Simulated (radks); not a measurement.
Species: neutral selenium. Configuration: [Ar] 3d10 4s1.5 4p4.5 (fractional occupations, a model configuration). Method: scalar-relativistic Kohn-Sham, PBE, spin-polarised, spherical densities, finite nucleus; open shells are filled with parallel spins first; Fermi nuclear charge, rms radius 4.14 fm; computed with a radial shooting solver on a logarithmic mesh with Libxc functionals.

X-ray form factor f0, the Fourier transform of the density (f0(0) = 34):

sin(theta)/lambda (1/angstrom),f0 (electrons)
0.05,33.271
0.1,31.427
0.15,29.147
0.2,26.931
0.25,24.966
0.3,23.247
0.4,20.285
0.5,17.648
0.6,15.248
0.8,11.368
1,8.825
1.25,7.042
1.5,6.062
2,4.770
